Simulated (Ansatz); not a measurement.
Calculated with Ansatz (gas phase, PBE0-D4/def2-TZVP geometries, no zero-point term in ΔE). CCSD(T)/CBS adds triple-zeta CCSD(T) − MP2 to the extrapolated MP2 energy (def2 sets, frozen cores). DFT in def2-TZVPP. B3LYP here is the variant with VWN-RPA as its local correlation; programs differ in this. One conformer a species, not always the lowest.

Consider the isomerisation: `FC(Cl)O[SiH3]` → `O[SiH](Cl)CF`.

`FC(Cl)O[SiH3]`:

```xyz
9

F    -0.034   -1.041   -1.558
C     0.531   -1.192   -0.331
Cl   -0.573   -2.236    0.632
O     0.746   -0.005    0.251
Si   -0.329    1.280    0.333
H     1.464   -1.744   -0.440
H    -1.665    0.812    0.765
H     0.278    2.181    1.335
H    -0.417    1.947   -0.986
```

`O[SiH](Cl)CF`:

```xyz
9

O    -1.406   -0.105   -1.199
Si   -0.402    0.683   -0.185
Cl    0.920    1.868   -1.217
C     0.606   -0.553    0.822
F     1.153   -1.495   -0.048
H    -1.025   -0.784   -1.760
H    -1.234    1.547    0.674
H     1.421   -0.079    1.376
H    -0.033   -1.083    1.537
```

CCSD(T)/CBS gives -194.7 kJ/mol.

**Question.** Another level gave -194.7 kJ/mol. Which?
A. PBE/def2-TZVPP
B. MP2/def2-TZVPP
C. SCS-MP2/def2-TZVPP
D. B3LYP/def2-TZVPP

**Answer.** B. MP2/def2-TZVPP -194.7, B3LYP -184.4, SCS-MP2/def2-TZVPP -188.8, PBE -179.9 kJ/mol.

Largest T1 diagnostic among the species: 0.012.

From PBE to PBE0 (25 % exact exchange), in def2-TZVPP and without D4, ΔE moves by −6.9 kJ/mol.

CCSD(T)/CBS has its own doubt, a few kJ/mol and more with outer-core shells, so smaller differences from it don't rank the levels.
